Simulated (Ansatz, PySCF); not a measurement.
ClFH5NSi2, SMILES N[SiH2][Si@H](F)Cl. Atoms are numbered in the order given.

```xyz
10

N     -2.7549     0.6033     0.8389
Si    -1.5676    -0.4591     0.1586
Si     0.6576     0.2806     0.3024
F      0.7892     1.7175    -0.4548
Cl     1.8705    -1.0705    -0.6915
H     -2.8403     0.6803     1.8462
H     -2.9338     1.4972     0.3944
H     -1.8478    -0.6407    -1.2973
H     -1.6366    -1.7711     0.8706
H      1.2268     0.4731     1.6671
```

Geometry: PBE0-D3(BJ)/def2-SVP. The structure was generated by enumeration; whether it is a known compound was not checked. The values are those of a single conformer.

Two levels are set side by side: PBE-D3(BJ)/def2-SVP (Ansatz, an electronic-structure program) and PBE0-D3(BJ)/def2-SVP (Ansatz). Each level has its own optimised geometry; the coordinates shown are those of the second. Frequencies come from the Hessian of PySCF at each geometry. Differences are taken from unrounded values.

| quantity | PBE0-D3(BJ) | PBE-D3(BJ) | PBE-D3(BJ) minus PBE0-D3(BJ) |
|---|---|---|---|
| mean bond length (Å) | 1.588 | 1.600 | 0.013 |
| bond N1–Si2 (Å) | 1.732 | 1.750 | 0.018 |
| bond Si2–Si3 (Å) | 2.349 | 2.360 | 0.011 |
| bond Si3–F4 (Å) | 1.630 | 1.645 | 0.016 |
| bond Si3–Cl5 (Å) | 2.070 | 2.086 | 0.016 |
| bond N1–H6 (Å) | 1.014 | 1.024 | 0.010 |
| bond N1–H7 (Å) | 1.014 | 1.024 | 0.010 |
| bond Si2–H8 (Å) | 1.494 | 1.504 | 0.011 |
| bond Si2–H9 (Å) | 1.494 | 1.505 | 0.011 |
| bond Si3–H10 (Å) | 1.491 | 1.505 | 0.013 |
| highest harmonic wavenumber (cm⁻¹) | 3709 | 3571 | -138 |
| mean harmonic wavenumber (cm⁻¹) | 1041 | 1007 | -33 |
| zero-point energy (kcal/mol) | 35.71 | 34.56 | -1.15 |

Exact exchange shortens and stiffens bonds; PBE has none. Differences between two approximate levels are no errors against the true value.
